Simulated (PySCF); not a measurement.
PySCF input for MoOCl4, SMILES [Cl][Mo](=[O])([Cl])([Cl])[Cl], multiplicity 1, PBE-D3(BJ)/def2-SVP. Geometry: PBE-D3(BJ)/def2-SVP. The multiplicity is an assumed one; no other spin state was optimised. The isomer is the one that the SMILES or the coordinates give; other isomers of the formula were not compared. The def2 effective core potentials stand for the cores of Mo; spin–orbit coupling is left out.

```python
import numpy as np
from pyscf import gto, scf, dft, df
from pyscf.hessian import thermo

mol = gto.M(
    atom='''
    Mo    0.00000000    0.00000006    0.27409303
    O     0.00000001    0.00000047    1.97054173
    Cl   -0.00000001   -0.00000050   -2.11846352
    Cl   -1.96244013   -1.13301529    0.17132653
    Cl    0.00000000    2.26603072    0.17132571
    Cl    1.96244013   -1.13301530    0.17132651
    ''',
    basis='def2-SVP',
    ecp={'Mo': 'def2-svp'},
    charge=0,
    spin=0,
    max_memory=1600,
    verbose=3,
)
mf = dft.RKS(mol, xc='pbe').density_fit(auxbasis='def2-universal-jkfit')
mf.disp = 'd3bj'
mf.grids.level = 3
mf.conv_tol = 1e-11
mf.max_cycle = 100
mf.kernel()

# [left out here: the lines that compute and print the analytic Hessian (its translational invariance restored by hand, since the grid's response is missing), thermochemistry and intensities]
```

Program output:

```
converged SCF energy = -1983.01583915893

WARN: DFTD3 does not support analytical Hessian, using finite difference


WARN: Mole.unit (angstrom) is changed to Bohr

Mode                                 0                   1                   2
Irrep
Freq [cm^-1]                       41.6529             41.7125            145.7903
Reduced mass [au]                  29.9586             29.9593             38.6254
Force const [Dyne/A]                0.0306              0.0307              0.4837
Char temp [K]                      59.9292             60.0150            209.7598
Normal mode                   x     y     z       x     y     z       x     y     z
       0  Mo                 0.00  0.00  0.00   -0.00  0.00  0.00    0.05 -0.02 -0.00
       1   O                 0.10  0.00  0.00   -0.00  0.10  0.00   -0.05  0.02 -0.00
       2  Cl                 0.08  0.00  0.00   -0.00  0.08 -0.00   -0.08  0.03 -0.00
       3  Cl                -0.01  0.05  0.03    0.05 -0.07  0.01    0.00  0.06 -0.03
       4  Cl                -0.10  0.00 -0.00    0.00  0.02 -0.03   -0.06 -0.02 -0.02
       5  Cl                -0.01 -0.05 -0.02   -0.05 -0.07  0.01    0.04 -0.03  0.05
Mode                                 3                   4                   5
Irrep
Freq [cm^-1]                      145.7919            190.7154            244.5894
Reduced mass [au]                  38.6257             40.1957             20.7999
Force const [Dyne/A]                0.4837              0.8614              0.7331
Char temp [K]                     209.7621            274.3970            351.9097
Normal mode                   x     y     z       x     y     z       x     y     z
       0  Mo                -0.02 -0.05 -0.00   -0.00 -0.00  0.05   -0.02 -0.00  0.00
       1   O                 0.02  0.05 -0.00   -0.00  0.00  0.06    0.19  0.00  0.00
       2  Cl                 0.03  0.08 -0.00    0.00  0.00  0.05   -0.04 -0.00  0.00
       3  Cl                -0.05  0.01  0.04    0.01  0.01 -0.07    0.00 -0.01 -0.06
       4  Cl                 0.02 -0.05 -0.05    0.00 -0.01 -0.07    0.01 -0.00  0.00
       5  Cl                 0.04  0.05  0.01   -0.01  0.01 -0.07    0.00  0.01  0.06
Mode                                 6                   7                   8
Irrep
Freq [cm^-1]                      244.6133            315.3560            372.8396
Reduced mass [au]                  20.7996             37.2867             37.1927
Force const [Dyne/A]                0.7333              2.1848              3.0462
Char temp [K]                     351.9441            453.7271            536.4331
Normal mode                   x     y     z       x     y     z       x     y     z
       0  Mo                -0.00  0.02  0.00   -0.00 -0.00  0.03   -0.00 -0.00 -0.03
       1   O                 0.00 -0.19  0.00    0.00 -0.00  0.03    0.00  0.00 -0.02
       2  Cl                -0.00  0.04  0.00   -0.00 -0.00 -0.13   -0.00  0.00  0.07
       3  Cl                 0.01 -0.01  0.04    0.04  0.03  0.01    0.07  0.04  0.01
       4  Cl                 0.00  0.00 -0.07    0.00 -0.05  0.01    0.00 -0.08  0.01
       5  Cl                -0.01 -0.01  0.04   -0.04  0.03  0.01   -0.07  0.04  0.01
Mode                                 9                  10                  11
Irrep
Freq [cm^-1]                      412.5253            412.5284            966.1577
Reduced mass [au]                  44.2442             44.2449             18.0759
Force const [Dyne/A]                4.4362              4.4363              9.9414
Char temp [K]                     593.5321            593.5365           1390.0859
Normal mode                   x     y     z       x     y     z       x     y     z
       0  Mo                -0.00  0.06 -0.00   -0.06 -0.00  0.00   -0.00  0.00  0.04
       1   O                -0.00  0.03  0.00   -0.03 -0.00 -0.00   -0.00  0.00 -0.23
       2  Cl                -0.00  0.00  0.00   -0.00 -0.00  0.00   -0.00 -0.00  0.00
       3  Cl                -0.04 -0.03 -0.00    0.09  0.05  0.01    0.00  0.00 -0.00
       4  Cl                 0.00 -0.11  0.01    0.01  0.01 -0.00   -0.00 -0.00 -0.00
       5  Cl                 0.05 -0.04 -0.00    0.08 -0.04 -0.01   -0.00  0.00 -0.00
temperature 298.1500 [K]
pressure 101325.00 [Pa]
Rotational constants [GHz] 1.00155 1.00155 0.92544
Symmetry number 1
Zero-point energy (ZPE) 0.00805 [Eh]   21139.646 [J/mol]
                           tot       elec      trans        rot        vib
Entropy [J/mol/K]       412.680      0.000    177.793    126.471    108.415
Cv [J/mol/K]            107.141      0.000     12.472     12.472     82.197
Cp [J/mol/K]            115.455      0.000     20.786     12.472     82.197
Internal energy [J/mol]                      3718.434   3718.434  36747.033
Internal energy [Eh]   -1982.99901  -1983.01584
Enthalpy [J/mol]                             6197.391   3718.434  36747.033
Enthalpy [Eh]          -1982.99807
Gibbs free energy [J/mol]                  -46811.714 -33989.013   4423.104
Gibbs free energy [Eh] -1983.04493
mode   freq/cm-1   IR/(km/mol)
   1       41.65         4.645
   2       41.71         4.644
   3      145.79         5.135
   4      145.79         5.135
   5      190.72         0.991
   6      244.59        10.863
   7      244.61        10.865
   8      315.36        32.211
   9      372.84         9.961
  10      412.53        67.558
  11      412.53        67.559
  12      966.16       145.112
max |gradient| / (hartree/bohr): 8.888000648648641e-05
APT charges: [ 2.176  -0.6786 -0.4896 -0.3359 -0.3359 -0.3359]
```

Self-consistency was reached.

Cost: very roughly 2.5 core-minutes.
